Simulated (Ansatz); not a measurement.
H8N2O2Si2, SMILES `N[Si](N)(O)O[SiH3]`. Total charge 0; spin multiplicity 1. Geometry: relaxed with PBE0-D4/def2-TZVP. It is one conformer, not always the lowest.

```xyz
14

N    -1.345    0.310   -1.473
Si    0.206    0.137   -0.822
N     0.669    1.674   -0.249
O     1.071   -0.561   -2.028
O     0.396   -0.864    0.470
Si   -0.136   -1.029    2.005
H    -2.057    0.861   -1.029
H    -1.707   -0.334   -2.155
H     1.404    1.766    0.433
H     0.628    2.473   -0.858
H     1.755   -1.170   -1.748
H    -1.585   -0.705    2.107
H     0.084   -2.434    2.430
H     0.618   -0.125    2.916
```

Problem. What is the dipole moment at r2SCAN/def2-TZVPP? (Estimate.)

Solution. The calculation gave: 0.64 D, with components (0.07, 0.57, 0.28) D in this frame, pointing from negative to positive charge.

Problem. And with PBE, B3LYP, ωB97M-V? (Best estimate.)

Solution. The calculation gave: PBE 0.64 D, B3LYP 0.67 D, ωB97M-V 0.66 D.

Problem. Give the Mulliken charges with r2SCAN, PBE, ωB97M-V in def2-TZVPP. (An estimate is asked.)

Solution. Computed: 
```csv
atom,r2SCAN,PBE,ωB97M-V
N1,-0.46,-0.39,-0.37
Si2,0.71,0.51,0.67
N3,-0.44,-0.38,-0.36
O4,-0.42,-0.35,-0.38
O5,-0.42,-0.32,-0.40
Si6,0.44,0.34,0.31
H7,0.16,0.15,0.12
H8,0.17,0.16,0.12
H9,0.15,0.15,0.12
H10,0.16,0.15,0.12
H11,0.20,0.19,0.18
H12,-0.09,-0.07,-0.04
H13,-0.08,-0.06,-0.04
H14,-0.09,-0.07,-0.05
```

B3LYP here is the variant with VWN-RPA as its local correlation; programs differ in this.
